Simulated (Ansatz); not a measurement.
input.yaml

```yaml
accuracy: low
crystal:
  lattice:
    - [5.768998, 0.0, 0.0]
    - [0.0, 5.768998, 0.0]
    - [0.0, 0.0, 5.768998]
  atoms:
    - { symbol: O, position: [0.9301853, 0.9833789, 0.6878191] }
    - { symbol: H, position: [0.9652468, 0.9282757, 0.5331522] }
    - { symbol: H, position: [0.9026948, 0.8429872, 0.7756937] }
    - { symbol: O, position: [0.4422632, 0.7288532, 0.5163469] }
    - { symbol: H, position: [0.5981828, 0.7533334, 0.4590993] }
    - { symbol: H, position: [0.344321, 0.7703387, 0.3864477] }
    - { symbol: O, position: [0.0081624, 0.4565651, 0.5838579] }
    - { symbol: H, position: [0.0430073, 0.6049569, 0.5134788] }
    - { symbol: H, position: [-0.0284752, 0.3573673, 0.4534548] }
    - { symbol: O, position: [0.493512, 0.2179097, 0.9418063] }
    - { symbol: H, position: [0.5901695, 0.1201537, 0.845429] }
    - { symbol: H, position: [0.3685024, 0.2645363, 0.8398942] }
    - { symbol: O, position: [0.9273155, 0.8329066, 0.1629566] }
    - { symbol: H, position: [0.9256144, 0.9609424, 0.0543682] }
    - { symbol: H, position: [0.9325451, 0.6966472, 0.06501] }
    - { symbol: O, position: [0.3196025, 0.1584144, 0.4557082] }
    - { symbol: H, position: [0.2167912, 0.0918401, 0.3408814] }
    - { symbol: H, position: [0.2965894, 0.062297, 0.5914261] }
    - { symbol: S, position: [0.3172224, 0.7712425, 0.9718601] }
    - { symbol: H, position: [0.2432026, 0.9514201, 1.0982169] }
    - { symbol: H, position: [0.2666671, 0.8745405, 0.7701607] }
basis:
  ecutwfc: 420.0
kpoints:
  mp_grid: { grid: [1, 1, 1] }
hamiltonian:
  xc: pbesol
scf:
  occupations: { method: fermi_dirac, width: 0.02 }
  lower_state_search: "off"
relax:
  f_tol: 0.3
  max_steps: 15
  adjacent_minimum: "off"
```

Launched with:

```bash
$ ansatz run input.yaml --threads 1 --pin off --max-ram 3072MiB --backend cpu --events-out ev --progress --plain --runs-dir out
```

Hardware: 1 thread of Arm Neoverse V1 (shared host).

**Question.** Roughly how long does this run take, and how much memory?

**Answer.** 18 s, with a peak of 0.31 GiB, for 15 ionic steps.
